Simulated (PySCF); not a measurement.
# Quadrupolar nuclei of `C/C=N/N=C\CC` in NMR

C5H10N2.
Numbering: `[CH3:1]/[CH:2]=[N:3]/[N:4]=[CH:5]\[CH2:6][CH3:7]` (hydrogens: H8, H9, H10 on C1; H11 on C2; H12 on C5; H13, H14 on C6; H15, H16, H17 on C7)

Geometry (GFN2-xTB, Å), atoms numbered from 1 in this order:
```xyz
17
C5H10N2 angstrom
C      3.2518   -0.4316    0.0349
C      2.0762    0.3417   -0.4508
N      1.1329    0.6342    0.3358
N      0.1293    1.4255    0.1465
C     -1.0571    1.1456   -0.1825
C     -1.5802   -0.1950   -0.6082
C     -2.8435   -0.5637    0.1653
H      3.3619   -1.3494   -0.5421
H      3.1299   -0.6792    1.0852
H      4.1630    0.1520   -0.0935
H      2.0784    0.6420   -1.5027
H     -1.7634    1.9644   -0.1368
H     -0.8049   -0.9490   -0.4495
H     -1.8095   -0.1613   -1.6783
H     -2.6340   -0.6080    1.2316
H     -3.6215    0.1781   -0.0026
H     -3.2163   -1.5342   -0.1539
```

Computed at PBE0/pcSseg-1 (PySCF, non-relativistic):

| atom | environment | nucleus | spin I | Q (b) | CQ = χzz (MHz) | η |
| --- | --- | --- | --- | --- | --- | --- |
| N3 | C=N nitrogen | 14N | 1 | 0.02044 | -5.216 | 0.262 |
| N4 | C=N nitrogen | 14N | 1 | 0.02044 | -5.401 | 0.249 |

Question: Recover the principal values of the field gradient from CQ = 234.96 MHz × Q × Vzz, η = (Vxx − Vyy)/Vzz and a zero trace.

Answer: Vxx = −Vzz(1 − η)/2 and Vyy = −Vzz(1 + η)/2, in au:

```json
{"atom": "N3", "Vxx (au)": "0.401", "Vyy (au)": "0.685", "Vzz (au)": "-1.086", "Vzz (10²¹ V/m²)": "-10.55"}
{"atom": "N4", "Vxx (au)": "0.422", "Vyy (au)": "0.703", "Vzz (au)": "-1.125", "Vzz (10²¹ V/m²)": "-10.93"}
```

Question: At 21.15 T, set νQ = 3|CQ|/[2I(2I − 1)] beside the Larmor frequency (|g| × 7.62259 MHz/T × B; g(14N) = 0.40376), and give PQ = |CQ|√(1 + η²/3).

Answer: 
```tsv
atom	PQ (MHz)	νQ (MHz)	ν0 (MHz)	νQ/ν0
N3	5.276	7.825	65.09	0.120
N4	5.457	8.102	65.09	0.124
```

For N3: PQ = 5.216 × 1.0114, νQ = 5.216 × 1.5000, ν0 = 3.0777 MHz/T × 21.15 T.

Question: A static spin 1 shows, to first order, a doublet split by νQ with the field along z of the gradient, and by (3/4)|CQ|(1 + η) and (3/4)|CQ|(1 − η) along y and x. Give the last two for 14N.

Answer: N3: 4.938 and 2.887 MHz; N4: 5.061 and 3.041 MHz.

Question: Quadrupolar 1/T1 and linewidth for τc = 3 ps (extreme narrowing, isotropic tumbling)?

Answer: 1/T1 = 1/T2 = (3π²/10)(2I + 3)/[I²(2I − 1)] × PQ² × τc; the width is 1/(πT2).

| site | spin factor (2I + 3)/[I²(2I − 1)] | 1/T1 (s⁻¹) | T1 (ms) | linewidth (Hz) |
| --- | --- | --- | --- | --- |
| 14N at N3 | 5.000 | 1240 | 0.809 | 393 |
| 14N at N4 | 5.000 | 1320 | 0.756 | 421 |

Solvent, lattice and vibrations would change these gradients. The structure is a single GFN2-xTB conformer in the gas phase; no vibrational or solvent corrections. GFN2-xTB bond lengths can be off by several hundredths of an ångström, more for odd bonds, and the gradients follow them. A larger basis could move these couplings by a tenth or more.
